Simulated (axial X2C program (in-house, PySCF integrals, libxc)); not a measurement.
CaSi⁺: from the spin-free to the two-component result

Calculated with an in-house all-electron X2C program for linear molecules (integrals from PySCF). Spin-free means the one-electron spin-free X2C Hamiltonian; two-component (2c) means X2C with spin–orbit coupling and atomic mean-field two-electron Coulomb and Gaunt terms, so the difference of the two also holds small scalar two-electron terms. Basis: Ca dyall-cv3z [11s12p6d4f], Si dyall-v3z [8s7p2d1f] (cores contracted in-house); Gaussian nuclei, density fitting, unrestricted open shells. Masses: Ca 39.963 u, Si 27.977 u.

Spin-free state: M_S = 3/2, Λ = 0 (beyond evenly filled blocks: σα, π+α, π-α); fragments Ca+ + Si.

```
  level  Re (Å)  ωe (cm⁻¹)  De (eV)  μ (D)
   PBE0   2.647      330.5    1.728  -7.61
     HF   2.717      322.2    0.744  -9.55
    MP2   2.665      331.1    1.265    n/a
   CCSD   2.678      326.2    1.206    n/a
CCSD(T)   2.677      325.4    1.268    n/a
r2SCAN0   2.647      336.6    1.758  -8.05
```

Correlated methods: 13 electrons correlated (number of frozen shells: Ca 2 s, 1 p; Si 2 s, 1 p), 223 virtual spin orbitals or spinors in MP2, 90 natural virtuals in coupled cluster.

Dipoles are positive if Si is the positive end and refer to the centre of mass.

Two-component determinant lowest at the distance of the search:

Ω = 3/2 (⟨Sz⟩ = 1.50, ⟨Lz⟩ = 0.00 at HF); fragments Ca+ + Si.

| level | Re (Å) | ωe (cm⁻¹) | De (eV) | μ (D) |
| --- | --- | --- | --- | --- |
| PBE0 | 2.647 | 330.5 | 1.729 | -7.60 |
| HF | 2.717 | 321.9 | 0.741 | -9.55 |
| MP2 | 2.665 | 331.3 | 1.276 | n/a |
| CCSD | 2.679 | 325.8 | 1.209 | n/a |
| CCSD(T) | 2.677 | 325.1 | 1.271 | n/a |
| r2SCAN0 | 2.647 | 336.5 | 1.759 | -8.04 |

**Question.** From the two tables, how do the constants change at the CCSD(T) level (2c against spin-free)?

**Answer.** At the CCSD(T) level Re is unchanged within 0.001 Å and ωe goes down by 0.3 cm⁻¹; De is not compared, since the atomic limits differ or miss part of their spin–orbit lowering.

The state is a single determinant with fixed occupations, the lowest that a limited PBE0 search found. Dissociation energies refer to the lowest single-determinant-based atoms at the same level and basis. Density functionals use the spin component along the axis (collinear). Coupled cluster ran in a truncated set of natural virtual spinors; the MP2 energy of the rest was added. (T) has no such correction and the atoms are truncated less, which lowers De at CCSD(T) by a hundredth of an eV or more. In 2c an atomic determinant is not the ground J level, so De misses part of the atomic spin–orbit lowering. This holds for PBE0, MP2, CCSD, CCSD(T), r2SCAN0. Other states lie close and PBE0, whose exact exchange favours high spin, may order them wrongly; the determinant shown need not be the ground state. The nearest other spin-free determinant of the search, M_S = 1/2, Λ = 1, lies 0.64 eV up at the distance of the search. Without a current term, density functionals place determinants with orbital angular momentum somewhat too high. With several unpaired electrons one determinant need not be a pure state. Some points did not converge and are left out. This is the top spin component of a Σ state; components of lower Ω are not single determinants and can lie lower. The stretched end of a curve changes character and is left out.
